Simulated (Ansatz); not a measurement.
The cluster Li2Cl2, relaxed as a quintet with UKS r2SCAN-D4/def2-TZVP in Ansatz, starting from the r2SCAN-D4/def2-TZVP geometry of the neutral singlet. Force threshold 0.02 eV/Å.

In the quintet geometry the species has come apart into loosely held pieces. At r2SCAN-D4/def2-TZVP a singlet of charge 0 lies 11.55 eV below the quintet, each at its own geometry. The structure comes from a short search, and lower isomers may exist.

Start:

```xyz
4

Li    0.0583    1.1972    0.4976
Li   -0.0584   -1.1972   -0.4976
Cl    1.5474   -0.3972    0.7741
Cl   -1.5474    0.3972   -0.7742
```

| step | energy (eV) | largest force component (eV/Å) | SCF passes |
| --- | --- | --- | --- |
| 1 | -25446.0646 | 1.484 | 91 |
| 2 | -25446.6843 | 0.845 | 81 |
| 3 | -25447.1495 | 0.479 | 62 |
| 4 | -25447.4600 | 0.280 | 66 |
| 5 | -25447.6618 | 0.208 | 69 |
| 6 | -25447.8534 | 0.140 | 64 |
| 7 | -25447.9360 | 0.097 | 60 |
| 8 | -25447.9821 | 0.061 | 61 |
| 9 | -25448.0053 | 0.036 | 66 |
| 10 | -25448.0196 | 0.024 | 63 |
| 11 | -25448.0338 | 0.030 | 175 |
| 12 | -25448.0561 | 0.040 | 67 |
| 13 | -25448.0778 | 0.042 | 170 |
| 14 | -25448.0973 | 0.022 | 63 |
| 15 (rejected) | -25448.0955 | 0.041 | 60 |
| 16 | -25448.1000 | 0.007 | 160 |
| 17 | -25448.1003 | 0.002 | 58 |

Force components are those of the run's own axes.

End:

Cartesian coordinates in Å:
```
Li 0.0819 1.6832 0.6999
Li -0.0822 -1.6834 -0.6994
Cl 3.2917 -0.8448 1.6465
Cl -3.2914 0.8450 -1.6469
```

Bonds lost: Li1–Cl3, Li1–Cl4, Li2–Cl3, Li2–Cl4 (atoms count from 1). Metal–metal contacts that move far: Li1–Li2 2.60 to 3.65 Å. The end holds 4 separate pieces.

The force fell under the threshold at step 16, but the optimiser went on. No frequencies were taken in this run, so the end may be a saddle point.

It took 2.4 min on 4 threads of Arm Neoverse V1 on a shared host.
